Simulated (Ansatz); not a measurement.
[GaBrH3]- (GaH₃Br⁻). Charge -1, multiplicity 1. Geometry r2SCAN-D4/def2-TZVPD.

```csv
atom,x (Å),y (Å),z (Å)
Ga1,0.0900,-0.0405,-0.2335
Br2,-0.7915,0.3557,2.0525
H3,-1.1480,-0.6293,-1.0483
H4,1.2818,-1.0811,-0.0331
H5,0.5677,1.3952,-0.7376
```

Q: Estimate the orbital energies around the gap (eV) in Ansatz with LDA (SPW92)/def2-TZVPD, PBE-D4/def2-SVPD, PBE-D4/def2-TZVPD, r2SCAN-D4/def2-TZVPD, r2SCANh-D4/def2-TZVPD.

A: 
```csv
orbital,LDA (SPW92)/def2-TZVPD,PBE-D4/def2-SVPD,PBE-D4/def2-TZVPD,r2SCAN-D4/def2-TZVPD,r2SCANh-D4/def2-TZVPD
HOMO−9,-14.49,-14.29,-14.18,-14.76,-16.05
HOMO−8,-14.39,-14.18,-14.08,-14.65,-15.94
HOMO−7,-14.39,-14.18,-14.08,-14.65,-15.94
HOMO−6,-13.27,-13.11,-13.08,-13.78,-14.61
HOMO−5,-6.22,-6.01,-6.01,-6.39,-6.95
HOMO−4,-2.61,-2.50,-2.46,-2.76,-3.19
HOMO−3,-2.49,-2.37,-2.38,-2.69,-3.16
HOMO−2,-2.49,-2.37,-2.38,-2.69,-3.16
HOMO−1,-1.48,-1.38,-1.38,-1.67,-2.11
HOMO,-1.48,-1.38,-1.38,-1.67,-2.11
LUMO,3.21,3.37,3.24,3.79,3.87
LUMO+1,3.34,3.67,3.42,4.06,4.19
LUMO+2,4.05,4.52,3.99,4.62,4.67
LUMO+3,4.05,4.86,3.99,4.62,4.67
LUMO+4,4.16,4.86,4.25,4.82,4.95
LUMO+5,4.75,5.19,4.85,5.59,5.71
```
